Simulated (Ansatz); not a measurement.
Born–Oppenheimer molecular dynamics of Cl3H3Si2 (8 atoms, charge 0, multiplicity 1). It starts from a relaxed structure.

Level of theory: Ansatz, RKS B3LYP-D4/STO-3G.

```json
{
  "ensemble": "NVE (velocity Verlet)",
  "time step": "0.25 fs",
  "steps asked": "300",
  "starting velocities drawn for": "300 K",
  "seed": "99940"
}
```

First frame:

```xyz
8
Properties=species:S:1:pos:R:3
Si 0.000 0.000 0.013
Si 0.000 0.000 2.298
H -1.315 -0.394 2.743
H 0.999 -0.942 2.743
H 0.317 1.336 2.743
Cl 1.960 0.009 -0.774
Cl -0.987 1.693 -0.775
Cl -0.972 -1.701 -0.775
```

**Question.** What does the run give?

**Answer.** The run went to its last step.

```
steps done                                               : 300
time covered                                             : 75 fs
mean temperature over the second half                    : 126 K
spread of the potential energy over the second half      : 5.0 meV per atom
mean potential energy of the second half above the start : 16.9 meV per atom
```

The conserved energy stayed within 0.053 meV per atom of its start (net change 0.003 meV per atom), so the integration is sound. Over the second half the temperature averaged 0.42 of the 300 K drawn at the start: a run that starts near a minimum puts about half its kinetic energy into the potential. A run of 0.075 ps of so small a system gives no equilibrium averages. Limits of this set-up: minimal basis.

**Question.** What happens to the structure?

**Answer.** The same pairs are bonded in the first frame and the last. Pairs count as bonded within 1.25 times the sum of covalent radii (0.12 Å more for H–H). The details hang on the random start.

**Question.** How do temperature and energy run in time?

**Answer.** 
| time (fs) | T (K) | potential energy less start (eV) | conserved less start (meV/atom) |
| --- | --- | --- | --- |
| 0 | 300 | 0.000 | 0.00 |
| 3.75 | 153 | 0.115 | 0.04 |
| 7.5 | 211 | 0.069 | 0.01 |
| 11.25 | 150 | 0.117 | 0.02 |
| 15 | 99 | 0.156 | 0.04 |
| 18.75 | 215 | 0.066 | 0.01 |
| 22.5 | 122 | 0.138 | 0.05 |
| 26.25 | 214 | 0.067 | 0.01 |
| 30 | 141 | 0.123 | 0.03 |
| 33.75 | 88 | 0.165 | 0.03 |
| 37.5 | 139 | 0.125 | 0.00 |
| 41.25 | 24 | 0.214 | 0.05 |
| 45 | 174 | 0.098 | 0.00 |
| 48.75 | 145 | 0.121 | 0.03 |
| 52.5 | 122 | 0.139 | 0.03 |
| 56.25 | 175 | 0.097 | 0.01 |
| 60 | 47 | 0.197 | 0.05 |
| 63.75 | 147 | 0.119 | 0.01 |
| 67.5 | 93 | 0.161 | 0.04 |
| 71.25 | 153 | 0.114 | 0.03 |
| 75 | 242 | 0.045 | 0.00 |

Run time: 12 min on 1 thread of Arm Neoverse V1 (shared host), peak memory 0.13 GiB.
